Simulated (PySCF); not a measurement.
Start geometry of `COC(C)(C)[C@H](Br)C(F)(F)F` from a GFN2-xTB structure with every atom displaced at random (by about 0.01 Å) (Å):
```
atom  x, y, z in Å
C1    -2.1087   -1.0009   -0.2206
O2    -0.8427   -0.9869    0.3352
C3    -0.1306    0.2419    0.3439
C4    -0.6122    1.1754    1.4463
C5    -0.0984    0.9630   -1.0047
C6     1.2984   -0.2538    0.7361
Br7    2.5261    1.1594    1.2363
C8     2.0311   -1.0526   -0.3509
F9     2.4964   -0.2904   -1.3153
F10    3.0632   -1.7160    0.1818
F11    1.2366   -1.9855   -0.9159
H12   -2.1043   -0.7579   -1.2894
H13   -2.8208   -0.2564    0.2706
H14   -2.5215   -1.9827   -0.0673
H15   -0.5817    0.6779    2.4217
H16   -0.0905    2.1199    1.4804
H17   -1.6874    1.4151    1.2526
H18    0.0807    0.2798   -1.8041
H19    0.6820    1.7203   -0.9934
H20   -1.0738    1.4699   -1.1613
H21    1.1870   -0.9175    1.5958
```

**Question.** What comes out of this run: PySCF, PBE0-D3(BJ)/def2-SVP geometry optimisation, gas phase?

**Answer.** 
```
atom  x, y, z in Å
C1    -2.1018   -0.9395   -0.2569
O2    -0.8435   -0.9534    0.3460
C3    -0.0945    0.2529    0.3684
C4    -0.6217    1.1345    1.4993
C5    -0.1244    1.0057   -0.9577
C6     1.3174   -0.2807    0.7092
Br7    2.5363    1.1128    1.2927
C8     2.0271   -1.0833   -0.3843
F9     2.4532   -0.3164   -1.3905
F10    3.0923   -1.7012    0.1285
F11    1.2376   -2.0186   -0.9047
H12   -2.0491   -0.8070   -1.3524
H13   -2.7691   -0.1595    0.1555
H14   -2.5587   -1.9178   -0.0539
H15   -0.5112    0.6267    2.4684
H16   -0.1049    2.1016    1.5446
H17   -1.6914    1.3298    1.3340
H18    0.0901    0.3430   -1.8066
H19    0.6288    1.8060   -0.9467
H20   -1.1073    1.4720   -1.1151
H21    1.2021   -0.9618    1.5628
```

The energy falls by 0.147 eV over 12 energy and gradient evaluations, the largest force component goes from 0.0337 to 2.2e-04 Eh/bohr, and the atoms move by 0.068 Å rms after alignment. The bond that changes most is C1–H13 (methoxy carbon to methyl hydrogen), which shortens by 0.035 Å. Bonds longer at the end by more than 0.005 Å: 9 of 20; shorter: 5. Among the angles that change most is O2–C3–C4, from 112.1° to 108.7°. Rotational constants go from 1023, 694.6, 495.2 to 1005, 695.7, 492.1 MHz. The orientation of the end geometry is arbitrary; only internal coordinates are fixed.

The run used 222 basis functions and 76 SCF cycles in all.

No frequency check. The numbers are those of one conformer.
